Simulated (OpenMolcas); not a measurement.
## Ionisation energies of promethium

* Program: OpenMolcas 26.06
* Basis: ANO-RCC-VDZP [7s6p4d2f1g]
* Scalar Hamiltonian: DKH2, point nucleus
* Spin-orbit coupling: RASSI with atomic mean-field integrals over the reference wave functions, term energies averaged over their components

Active shells in each charge state: the valence f shell, with orbitals averaged over the low states. Where CASPT2's correlated closed shells are named, they are those of the first ion.

A. CASSCF
B. SS-CASPT2, IPEA 0.25 Eh, imaginary shift 0.1 Eh (closed shells correlated: 5s 5p)
C. SS-CASPT2, IPEA 0 Eh, imaginary shift 0.1 Eh (closed shells correlated: 5s 5p)
D. SS-CASPT2, IPEA 0.25 Eh, imaginary shift 0.1 Eh (closed shells correlated: 4d 5s 5p)

Energies in eV between the lowest computed levels, named as in B; reference values from the NIST Atomic Spectra Database with their kind.

```
            From                To       A       B       C       D  Spin-orbit share in B                Reference
Pm2+ 4f⁵ ⁶H°_5/2      Pm3+ 4f⁴ ⁵I₄  19.912  22.345  22.394  22.487                 -0.052  22.440 (semi-empirical)
    Pm3+ 4f⁴ ⁵I₄  Pm4+ 4f³ ⁴I°_9/2  39.825  41.308  41.417  41.282                 -0.119  41.170 (semi-empirical)
```

The lowest level within the active space need not be the ion's true ground level.

° marks odd parity.
